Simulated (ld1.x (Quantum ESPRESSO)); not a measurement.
What one change does to a pseudopotential (W (Z = 74), RRKJ)

| Item | Value |
| --- | --- |
| Element | tungsten (W) |
| Generator | ld1.x (Quantum ESPRESSO) 7.5 |
| Type | norm-conserving RRKJ (Kleinman–Bylander form) |
| Functional | PBE |
| Relativity | scalar-relativistic |
| Frozen core | [Xe] 4f14 |
| Valence charge | 6 |
| Reference configuration | 5d4 6s1.5 6p0 (charge +0.5) |
| Partial waves | 6p (bound, empty): rc 2.95 bohr; 5d (bound): rc 2.35 bohr; 6s (bound): rc 2.50 bohr |
| Local potential | the s channel |
| Core correction | none |

Change: core correction a·sin(br)/r model core inside 2.08 bohr.

Cutoffs: the cutoffs (Ry, on a coarse ladder) from which the occupation-weighted sum of valence levels, in a spherical-Bessel basis at the reference potential, stays within 10 and 1 mRy of its value at 400 Ry; they do not see the model core or the augmentation charge, which bear on the density cutoff. Errors are all-electron minus pseudo energies relative to the spin-unpolarised reference configuration.

Question: How do hardness, ghosts and transferability respond?

Answer: The potential gets neither clearly harder nor softer (25 Ry and 30 Ry → 25 Ry and 30 Ry); of the 7 tests that both files solve, the error grows in 4 and shrinks in 2 by more than 15 % and 0.3 meV (median size 3.0 → 13.2 meV); neither file shows a bound ghost. A model core, the more so a compact one, raises the density cutoff, which this test does not measure.

```csv
quantity,base,changed
"cutoff, loose",25 Ry,25 Ry
"cutoff, tight",30 Ry,30 Ry
bound ghosts,none,none
"error for 5d4 6s2 6p0, meV [ΔE -3.63 eV]",+3.0,+0.2
"error for 5d4 6s1 6p0, meV [ΔE 5.25 eV]",+1.7,-3.4
"error for 5d4 6s0 6p0, meV [ΔE 20.93 eV]",+61,-28
"error for 5d5 6s1 6p0, meV [ΔE -2.09 eV]",-24,-38
"error for 5d4 6s1 6p1, meV [ΔE 0.86 eV]",-0.2,-3.1
"error for 5d4 6s0 6p2, meV [ΔE 5.63 eV]",+2.1,-17
"error for 5d4 6s0 6p1, meV [ΔE 10.70 eV]",+12,-13
s: phases at 3.21 bohr within 0.05 rad from the reference energy up to (Ry; the scan ends near 5),1.6,1.6
p: phases at 3.21 bohr within 0.05 rad from the reference energy up to (Ry; the scan ends near 5),2.1,2.1
d: phases at 3.21 bohr within 0.05 rad from the reference energy up to (Ry; the scan ends near 5),0.7,0.7
```
